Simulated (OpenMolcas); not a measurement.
# C2F6 (hexafluoroethane): the energy, rung by rung

C2F6: 8 atoms, total charge 0, spin state singlet. SMILES: `FC(F)(F)C(F)(F)F`. Geometry: relaxed at PBE0-D4/def2-TZVP.

```xyz
8

F     1.0656   -0.7673    1.1520
C     0.6626   -0.3973   -0.0549
F     1.5961    0.3613   -0.6109
F     0.4786   -1.4766   -0.8012
C    -0.6627    0.3973    0.0549
F    -0.4770    1.4797    0.7964
F    -1.0687    0.7622   -1.1525
F    -1.5945   -0.3593    0.6163
```

Each level gives the energy change with the C2–F4 bond stretched from 1.325 to 1.988 Å (eV). The values are calculated.

| level | kind | program | value (eV) |
| --- | --- | --- | --- |
| BLYP/6-31G* (spherical functions) (restricted) | GGA | OpenMolcas | 2.34 |
| PBE/6-31G* (spherical functions) (restricted) | GGA | OpenMolcas | 2.54 |
| revPBE/6-31G* (spherical functions) (restricted) | GGA | OpenMolcas | 2.39 |
| M06-L/6-31G* (spherical functions) (restricted) | meta-GGA | OpenMolcas | 2.77 |
| B3LYP/6-31G* (spherical functions) (restricted) | global hybrid | OpenMolcas | 2.87 |
| BHLYP/6-31G* (spherical functions) (restricted) | global hybrid | OpenMolcas | 3.52 |
| M06-2X/6-31G* (spherical functions) (restricted) | hybrid meta-GGA | OpenMolcas | 3.41 |
| PBE0/6-31G* (spherical functions) (restricted) | global hybrid | OpenMolcas | 3.13 |

The first shape isn't each level's own minimum. The values span 2.34 to 3.52 eV.
